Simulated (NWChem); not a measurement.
All runs are NWChem calculations. System: HF2Ga, charge 0, spin multiplicity 1, at a geometry optimised with PBE/def2-SVP. The structure started from a generated list of species. Level: RHF/pcseg-2.

Part of the output:

```
             Northwest Computational Chemistry Package (NWChem) 7.3.0
             --------------------------------------------------------

                                NWChem Input Module
                                -------------------

 Scaling coordinates for geometry "geometry" by  1.889725989
 (inverse scale =  0.529177249)

 Turning off AUTOSYM since
 SYMMETRY directive was detected!

                             Geometry "geometry" -> ""
                             -------------------------

 Output coordinates in angstroms (scale by  1.889725989 to convert to a.u.)

  No.       Tag          Charge          X              Y              Z
 ---- ---------------- ---------- -------------- -------------- --------------
    1 Ga                  31.0000     0.00000000     0.00000000    -0.32168300
    2 H                    1.0000     0.00000000     0.00000000    -1.87412500
    3 F                    9.0000     1.46145700     0.00000000     0.65812800
    4 F                    9.0000    -1.46145700     0.00000000     0.65812800

 Effective nuclear repulsion energy (a.u.)     196.3090646250

            Nuclear Dipole moment (a.u.)
            ----------------------------
        X                 Y               Z
 ---------------- ---------------- ----------------
     0.0000000000     0.0000000000     0.0000113384

      Symmetry information
      --------------------

 Group name             C2v
 Group number             16
 Group order               4
 No. of unique centers     3

      Symmetry unique atoms

     1    2    3


 Summary of "ao basis" -> "" (spherical)
 ------------------------------------------------------------------------------
       Tag                 Description            Shells   Functions and Types
 ---------------- ------------------------------  ------  ---------------------
 *                          pcseg-2                   on all atoms

 Summary of "ao basis" -> "ao basis" (spherical)
 ------------------------------------------------------------------------------
       Tag                 Description            Shells   Functions and Types
 ---------------- ------------------------------  ------  ---------------------
 Ga                         pcseg-2                 15       43   6s5p3d1f
 H                          pcseg-2                  6       14   3s2p1d
 F                          pcseg-2                 10       30   4s3p2d1f

                                 NWChem SCF Module
[...]
  ----- ------------  ---------------      ----- ------------  ---------------
    63      0.352000  3 F  py                93     -0.352000  4 F  py
    66      0.316474  3 F  py                96     -0.316474  4 F  py
    69      0.173098  3 F  py                99     -0.173098  4 F  py

 Vector   24  Occ=2.000000D+00  E=-6.011132D-01  Symmetry=b1
              MO Center= -1.8D-15, -8.2D-16,  6.3D-01, r^2= 2.6D+00
   Bfn.  Coefficient  Atom+Function         Bfn.  Coefficient  Atom+Function
  ----- ------------  ---------------      ----- ------------  ---------------
    62      0.318530  3 F  px                92      0.318530  4 F  px
    65      0.284347  3 F  px                95      0.284347  4 F  px
    64     -0.158540  3 F  pz                94      0.158540  4 F  pz

 Vector   25  Occ=2.000000D+00  E=-5.226009D-01  Symmetry=a1
              MO Center=  1.8D-16,  8.4D-17, -1.1D+00, r^2= 2.2D+00
   Bfn.  Coefficient  Atom+Function         Bfn.  Coefficient  Atom+Function
  ----- ------------  ---------------      ----- ------------  ---------------
    45      0.299925  2 H  s                 44      0.230797  2 H  s
    18     -0.226212  1 Ga pz                 6      0.170339  1 Ga s
     5      0.166311  1 Ga s                 64      0.162180  3 F  pz
    94      0.162180  4 F  pz                12      0.152156  1 Ga pz

 Vector   26  Occ=0.000000D+00  E= 3.561935D-02  Symmetry=b2
              MO Center= -5.4D-15,  1.9D-14, -5.8D-01, r^2= 6.1D+00
   Bfn.  Coefficient  Atom+Function         Bfn.  Coefficient  Atom+Function
  ----- ------------  ---------------      ----- ------------  ---------------
    20      0.808611  1 Ga py                17      0.297212  1 Ga py

 Vector   27  Occ=0.000000D+00  E= 7.714661D-02  Symmetry=a1
              MO Center= -6.5D-14, -2.2D-14, -7.8D-02, r^2= 5.7D+00
   Bfn.  Coefficient  Atom+Function         Bfn.  Coefficient  Atom+Function
  ----- ------------  ---------------      ----- ------------  ---------------
     6      0.813375  1 Ga s                 21      0.796249  1 Ga pz
    61     -0.267283  3 F  s                 91     -0.267283  4 F  s
    34     -0.239140  1 Ga d  0              45     -0.212984  2 H  s
     4     -0.168211  1 Ga s                  5      0.161218  1 Ga s

 Vector   28  Occ=0.000000D+00  E= 9.428407D-02  Symmetry=b1
              MO Center=  4.9D-14,  3.0D-15, -8.8D-01, r^2= 8.4D+00
   Bfn.  Coefficient  Atom+Function         Bfn.  Coefficient  Atom+Function
  ----- ------------  ---------------      ----- ------------  ---------------
    19      1.176018  1 Ga px                16     -0.297472  1 Ga px
    35      0.245210  1 Ga d  1              68     -0.174761  3 F  px
    98     -0.174761  4 F  px

 center of mass
 --------------
 x =   0.00000000 y =   0.00000000 z =   0.01655877

 moments of inertia (a.u.)
 ------------------
          96.853039653064           0.000000000000           0.000000000000
           0.000000000000         386.665315937828           0.000000000000
           0.000000000000           0.000000000000         289.812276284763

  Mulliken analysis of the total density
  --------------------------------------

    Atom       Charge   Shell Charges
 -----------   ------   -------------------------------------------------------
    1 Ga  31    29.73   2.00  2.00  1.14  0.84  0.47  0.28  6.00  5.88  0.34  0.50  0.02  9.74  0.41  0.04  0.07
    2 H    1     1.09   0.36  0.59  0.12  0.00  0.01  0.00
    3 F    9     9.59   2.00  0.63  0.95  0.38  2.33  2.40  0.89  0.00  0.01  0.00
    4 F    9     9.59   2.00  0.63  0.95  0.38  2.33  2.40  0.89  0.00  0.01  0.00

       Multipole analysis of the density wrt the origin
       ------------------------------------------------

     L   x y z        total         open         nuclear
     -   - - -        -----         ----         -------
     0   0 0 0     -0.000000      0.000000     50.000000

     1   1 0 0     -0.000000      0.000000      0.000000
     1   0 1 0      0.000000      0.000000      0.000000
     1   0 0 1     -1.135493      0.000000      0.000011

     2   2 0 0    -25.211377      0.000000    137.291061
     2   1 1 0     -0.000000      0.000000      0.000000
     2   1 0 1     -0.000000      0.000000      0.000000
     2   0 2 0    -16.270760      0.000000      0.000000
     2   0 1 1      0.000000      0.000000      0.000000
     2   0 0 2    -20.744818      0.000000     51.839739

 Task  times  cpu:        2.7s     wall:        2.7s

 Total times  cpu:        2.7s     wall:        2.7s
```

Write an NWChem input that would produce this output.

This is not unique; one that fits is 
```
start mol
memory heap 200 mb stack 900 mb global 1100 mb
geometry units angstroms nocenter noautoz
  Ga     0.000000     0.000000    -0.321683
  H      0.000000     0.000000    -1.874125
  F      1.461457     0.000000     0.658128
  F     -1.461457     0.000000     0.658128
  symmetry group C2v
end
basis spherical
  * library pcseg-2
end
scf
  rhf
  nopen 0
  maxiter 100
  thresh 1e-7
  semidirect memsize 60000000 filesize 0
end
task scf energy
```
